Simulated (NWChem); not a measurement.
System: BHCl, doublet; SMILES Cl[BH]

Here is an NWChem input.

```
start job
memory heap 200 mb stack 900 mb global 1100 mb
geometry units angstroms noautoz
  B      0.132808     1.202989     0.000000
  Cl     0.022959    -0.512221     0.000000
  H     -0.831785     1.928546     0.000000
end
basis spherical
  B library 6-31+g*
  Cl library 6-31+g*
  H library 6-31+g*
end
dft
  odft
  mult 2
  xc xcamb88 1.00 lyp 0.81 vwn_5 0.19 hfexch 1.00
  cam 0.33 cam_alpha 0.19 cam_beta 0.46
  iterations 150
end
tddft
  cis
  nroots 6
end
task tddft energy
```

Output (shortened):

```
             Northwest Computational Chemistry Package (NWChem) 7.3.0
             --------------------------------------------------------

 CS  symmetry detected

                             Geometry "geometry" -> ""
                             -------------------------

 Output coordinates in angstroms (scale by  1.889725989 to convert to a.u.)

  No.       Tag          Charge          X              Y              Z
 ---- ---------------- ---------- -------------- -------------- --------------
    1 B                    5.0000     0.13140304     1.23536612     0.00000000
    2 Cl                  17.0000     0.01007629    -0.47907022     0.00000000
    3 H                    1.0000    -0.82831207     1.96736307     0.00000000

 Effective nuclear repulsion energy (a.u.)      31.8413141137

      Symmetry information
      --------------------

 Group name             Cs
 Group number              2
 Group order               2
 No. of unique centers     3

                                 NWChem DFT Module
                                 -----------------

 Summary of "ao basis" -> "ao basis" (spherical)
 ------------------------------------------------------------------------------
       Tag                 Description            Shells   Functions and Types
 ---------------- ------------------------------  ------  ---------------------
 B                          6-31+g*                  8       18   4s3p1d
 Cl                         6-31+g*                 10       22   5s4p1d
 H                          6-31+g*                  2        2   2s

      Symmetry analysis of basis
      --------------------------

        a'         31
        a"         11

            General Information
            -------------------
          SCF calculation type: DFT
          Wavefunction type:  spin polarized.
          No. of atoms     :     3
          No. of electrons :    23
           Alpha electrons :    12
            Beta electrons :    11
          Charge           :     0
          Spin multiplicity:     2
          Use of symmetry is: off; symmetry adaption is: on
          Maximum number of iterations: 150
          AO basis - number of functions:    42
                     number of shells:    20
          Convergence on energy requested:  1.00D-06
          Convergence on density requested:  1.00D-05
          Convergence on gradient requested:  5.00D-04

              XC Information
              --------------
                     Hartree-Fock (Exact) Exchange  1.000
                   CAM-Becke88 Exchange Functional  1.000
                      VWN V Correlation Functional  0.190 local
              Lee-Yang-Parr Correlation Functional  0.810

[...]

                                NWChem TDDFT Module
                                -------------------

            General Information
            -------------------
           No. of orbitals :      84
            Alpha orbitals :      42
             Beta orbitals :      42
        Alpha frozen cores :       0
         Beta frozen cores :       0
     Alpha frozen virtuals :       0
      Beta frozen virtuals :       0
         Spin multiplicity :       2
    Number of AO functions :      42
        Use of symmetry is : off
      Symmetry adaption is : on
         Schwarz screening :  0.10D-07

              XC Information
              --------------
              Hartree-Fock (Exact) Exchange   1.00
            CAM-Becke88 Exchange Functional   1.00
               VWN V Correlation Functional   0.19 local
       Lee-Yang-Parr Correlation Functional   0.81
           Alpha           :  0.19
           Beta            :  0.46
           Gamma           :  0.33

             TDDFT Information
             -----------------
          Calculation type : Tamm-Dancoff TDDFT
         Wavefunction type : Unrestricted
          No. of electrons :      23
           Alpha electrons :      12
            Beta electrons :      11
              No. of roots :       6
          Max subspacesize :    5200
            Max iterations :     100
               Target root :       1
           Target symmetry : none
      Symmetry restriction : off
                 Algorithm : Optimal
        Davidson threshold :  0.10D-03

    6 smallest eigenvalue differences (eV)
--------------------------------------------------------
  No. Spin  Occ  Vir  Irrep   E(Occ)    E(Vir)   E(Diff)
--------------------------------------------------------
    1    1   12   13 a"       -0.277    -0.033     6.633
    2    1   12   14 a'       -0.277     0.032     8.392
    3    1   12   15 a'       -0.277     0.050     8.904
    4    1   12   16 a'       -0.277     0.066     9.339
    5    1   12   17 a"       -0.277     0.074     9.545
    6    2   11   12 a'       -0.414    -0.032    10.393
--------------------------------------------------------

  Entering Davidson iterations
  Unrestricted

  Iter   NTrls   NConv    DeltaV     DeltaE      Time
  ----  ------  ------  ---------  ---------  ---------
    1      6       0     0.86E-01   0.10+100        3.6
    2     12       0     0.36E-01   0.15E-01        3.8
    3     18       0     0.32E-01   0.33E-02        4.1
    4     24       0     0.28E-01   0.46E-02        4.0
    5     30       1     0.35E-01   0.28E-02        4.0
    6     35       1     0.11E-01   0.96E-03        3.7
    7     40       2     0.43E-02   0.11E-03        3.7
    8     44       3     0.44E-02   0.73E-04        3.3
    9     47       5     0.12E-02   0.23E-04        3.0
   10     48       5     0.33E-03   0.17E-05        2.2
   11     49       5     0.23E-03   0.20E-06        2.2
   12     50       5     0.11E-03   0.65E-07        2.1
   13     51       6     0.88E-04   0.11E-07        2.1
  ----  ------  ------  ---------  ---------  ---------
  Convergence criterion met

  Ground state a'       -485.566870962726 a.u.
  <S2> =   0.7516

[...]
```

Level: CAM-B3LYP/6-31+G* (spherical d), spin-unrestricted, TDA. In the optimisation the excess spin sits in a' (Cs, its own frame). The geometry was optimised at PBE0/def2-SVP, spin-unrestricted. No stability test was run on the SCF state.
